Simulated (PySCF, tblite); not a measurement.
Parent: `[CH3:1][C@@H:2]1[C@H:3]([CH3:4])[P:5]1[n:6]1[cH:7][cH:8][cH:9][cH:10]1` with C3–P5–N6–C7 120°, C8H12NP.

Structures optimised with GFN2-xTB, isolated species. One conformer each, not checked by frequencies here.

```tsv
coordinate of the parent	value
C1–C2	1.508 Å
C2–C3	1.506 Å
C3–C4	1.508 Å
C3–P5	1.865 Å
P5–N6	1.732 Å
N6–C7	1.370 Å
C7–C8	1.363 Å
C8–C9	1.413 Å
C9–C10	1.363 Å
C2–P5	1.865 Å
N6–C10	1.370 Å
C1–C2–C3	120.8°
C1–C2–P5	119.3°
C3–C2–P5	66.2°
C2–C3–C4	120.8°
C2–C3–P5	66.2°
C4–C3–P5	119.4°
C3–P5–N6	98.8°
C2–P5–C3	47.6°
C2–P5–N6	98.8°
P5–N6–C7	125.6°
P5–N6–C10	125.7°
C7–N6–C10	108.0°
N6–C7–C8	108.9°
C7–C8–C9	107.1°
C8–C9–C10	107.1°
N6–C10–C9	108.9°
```

Question: How does the shared frame change in `[CH3:1][C@@H:2]1[C@H:3]([CH3:4])[P@@H+:5]1[n:6]1[cH:7][cH:8][cH:9][cH:10]1` (charge +1) with C3–P5–N6–C7 64°, [C8H13NP]+? Atoms pair as C1 = C1, C2 = C2, C3 = C3, C4 = C4, P5 = P5, N6 = N6, C7 = C10, C8 = C9, C9 = C8, C10 = C7 (parent first).

Answer: 
```csv
parent,relative,value in the relative,change
C1–C2,C1–C2,1.507 Å,-0.001
C2–C3,C2–C3,1.550 Å,+0.044
C3–C4,C3–C4,1.507 Å,-0.001
C3–P5,C3–P5,1.813 Å,-0.052
P5–N6,P5–N6,1.648 Å,-0.084
N6–C7,N6–C10,1.397 Å,+0.027
C7–C8,C10–C9,1.352 Å,-0.011
C8–C9,C9–C8,1.425 Å,+0.012
C9–C10,C8–C7,1.352 Å,-0.011
C2–P5,C2–P5,1.812 Å,-0.053
N6–C10,N6–C7,1.397 Å,+0.027
C1–C2–C3,C1–C2–C3,120.5°,-0.3
C1–C2–P5,C1–C2–P5,120.0°,+0.7
C3–C2–P5,C3–C2–P5,64.7°,-1.5
C2–C3–C4,C2–C3–C4,120.6°,-0.2
C2–C3–P5,C2–C3–P5,64.7°,-1.5
C4–C3–P5,C4–C3–P5,120.7°,+1.3
C3–P5–N6,C3–P5–N6,117.5°,+18.7
C2–P5–C3,C2–P5–C3,50.6°,+3.0
C2–P5–N6,C2–P5–N6,117.2°,+18.4
P5–N6–C7,P5–N6–C10,126.0°,+0.4
P5–N6–C10,P5–N6–C7,125.9°,+0.2
C7–N6–C10,C10–N6–C7,107.8°,-0.2
N6–C7–C8,N6–C10–C9,108.2°,-0.7
C7–C8–C9,C10–C9–C8,108.0°,+0.9
C8–C9–C10,C9–C8–C7,107.9°,+0.8
N6–C10–C9,N6–C7–C8,108.2°,-0.7
```

Of the parent's bonds, P5–N6 changes most (-0.084 Å).

The numbers are calculated, not measured.
